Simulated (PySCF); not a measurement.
CH3F3OSi, SMILES O[Si](F)(F)CF.

Coordinates come from a ωB97X-D3(BJ)/def2-SVP optimisation. This is a generated structure with no PubChem entry under its InChIKey; it may be hypothetical. The values are those of a single conformer.

These are PBE/def2-TZVP run with PySCF values and carry that method's errors.

Isolated molecule, no solvent.

Computed frontier levels, gap, dipole moment and polarisability:
```
Item                                                                                                           Result
---------------------------------------------------------------------------------------------  ----------------------
highest occupied level                                                                                       -7.86 eV
lowest empty level                                                                                           -0.82 eV
orbital gap                                                                                                   7.04 eV
dipole moment                                                                                                  2.12 D
quadrupole, principal values (traceless, Buckingham form, about the centre of nuclear charge)  -4.64, -0.76, 5.40 D·Å
mean static polarisability                                                                       39.0 bohr³ (5.78 Å³)
polarisability, principal values                                                               35.9, 39.8, 41.4 bohr³
```
